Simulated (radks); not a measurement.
Isoelectronic series with 4 electrons, all held in the configuration [He] 2s2, which need not be the ground one along the series. Method: non-relativistic Kohn-Sham, LDA (Slater exchange, Perdew-Wang correlation), spin-polarised, spherical densities, point nucleus; computed with a radial shooting solver on a logarithmic mesh with Libxc functionals. Total energies (hartree) and orbital eigenvalues (hartree):

ion    E (hartree)         2s         1s
Be       -14.44647   -0.20577   -3.85609
C2+      -36.12895   -1.47555  -11.23966
O4+      -67.80993   -3.75483  -22.63804
Ne6+    -109.48725   -7.03575  -38.03915
Mg8+    -161.16158  -11.31695  -57.44091
Si10+   -222.83359  -16.59810  -80.84276
S12+    -294.50378  -22.87909  -108.2445
Ar14+   -376.17252  -30.15990  -139.6461
Ca16+   -467.84007  -38.44054  -175.0476
Ti18+   -569.50665  -47.72102  -214.4489
Cr20+   -681.17239  -58.00136  -257.8501
Fe22+   -802.83743  -69.28157  -305.2511
Ni24+   -934.50186  -81.56166  -356.6520
Zn26+  -1076.16576  -94.84165  -412.0529
Ge28+  -1227.82920  -109.1215  -471.4536
Se30+  -1389.49222  -124.4014  -534.8542
